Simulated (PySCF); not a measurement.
C4H5, SMILES C#C[CH]C, multiplicity 2. Atoms are numbered in the order given.

```xyz
9

C     -0.2298     1.9815     0.0000
C      0.1520     0.8103     0.0000
C      0.5660    -0.5030     0.0000
C     -0.3666    -1.6745     0.0000
H     -0.5572     3.0035     0.0000
H      1.6445    -0.7012     0.0000
H     -0.1990    -2.3163    -0.8845
H     -0.1990    -2.3163     0.8845
H     -1.4185    -1.3557     0.0000
```
Charge 0, spin multiplicity 2.

The structure is a stationary point at B3LYP-D3(BJ)/def2-SVP.

Computed with PBE0/pcH-1 (PySCF).

Unrestricted Kohn–Sham, ⟨S²⟩ = 0.778. Hyperfine tensors hold the contact and dipolar terms, without spin-orbit corrections.

Computed hyperfine couplings:
| nucleus | A(iso) (MHz) | A(iso) (G) | dipolar principal values (MHz) |
|---|---|---|---|
| 13C no. 1 | 51.6 | 18.4 | -46.2, -31.0, 77.3 |
| 13C no. 2 | -76.8 | -27.4 | -24.9, -1.3, 26.1 |
| 13C no. 3 | 74.6 | 26.6 | -62.3, -61.1, 123.4 |
| 13C no. 4 | -32.4 | -11.5 | -1.5, 0.2, 1.3 |
| 1H no. 5 | -47.7 | -17.0 | -19.2, -2.1, 21.3 |
| 1H no. 6 | -59.1 | -21.1 | -28.1, -1.2, 29.3 |
| 1H no. 7 | 81.8 | 29.2 | -3.7, -2.7, 6.5 |
| 1H no. 8 | 81.8 | 29.2 | -3.7, -2.7, 6.5 |
| 1H no. 9 | 2.7 | 0.9 | -2.9, -2.6, 5.5 |

Problem. And the g tensor (effective nuclear charges for spin-orbit coupling, GIAO)? (Estimate from the structure and the level; the computed values follow.)

Solution. principal values 2.0022, 2.0029, 2.0033; isotropic 2.0028.
